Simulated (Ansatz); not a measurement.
`C[O][GaH][Br]` + HCl → `[Cl][GaH][Br]` + CH₃OH at 500 K and 1 bar (ligand exchange at a Ga–O bond).

Computed with Ansatz on PBE0-D4/def2-TZVP structures; ΔE is electronic, products minus reactants. CCSD(T)/CBS is the MP2 limit (def2-TZVPP, def2-QZVPP) plus CCSD(T) − MP2 in def2-TZVPP, frozen cores. This one scheme is used for every species. For Br, Ga outer-core shells are correlated without core-valence functions, which leaves a few kJ/mol of doubt a bond. Scalar relativity is left out up to krypton. One conformer a species, not always the lowest.

```
        species  CCSD(T)/CBS energy (Eh)  H − E (kJ/mol)  S (J/(mol·K))
`C[O][GaH][Br]`              -4612.95790           170.5          404.5
            HCl               -460.38127            32.5          201.9
`[Cl][GaH][Br]`              -4957.74201            52.1          352.6
          CH₃OH               -115.61712           157.0          265.4
```

H − E and S are ideal-gas, rigid-rotor, harmonic terms from PBE0-D4/def2-TZVP, for one conformer and one mirror image of each species. 1 Eh = 2625.50 kJ/mol, R = 8.31446 J/(mol·K).

Task: By hand: ΔE, ΔH, ΔS and ΔG.

Result: ΔE = (-4957.74201) + (-115.61712) − (-4612.95790) − (-460.38127) = -0.01996 Eh = -52.4 kJ/mol. Δ(H − E) = 52.1 + 157.0 − 170.5 − 32.5 = 6.1, so ΔH = -46.3 kJ/mol. ΔS = 352.6 + 265.4 − 404.5 − 201.9 = 11.6 J/(mol·K). ΔG = -46.3 − 500 × (11.6)/1000 = -52.1 kJ/mol.

Task: By hand: the equilibrium constant, and the temperature at which ΔG would vanish if ΔH and ΔS stayed fixed.

Result: log₁₀ K = −ΔG/(RT ln 10) = 5.4. ΔH and −TΔS have one sign here, so there is no such temperature.

The number of gas molecules stays the same, so ΔS is small and ΔH decides. A doubt of 5 kJ/mol in ΔE shifts log₁₀ K by 0.5 here. Other conformers and mirror images would add mixing entropy, several J/(mol·K) or more a flexible species. These are equilibria of isolated gas molecules and say nothing of rates. Largest T1 diagnostic: 0.012 (customary marks: 0.02 for closed shells, 0.045 for open ones).

ΔS is within the doubt of such terms, so its sign, and with it that verdict, could turn.
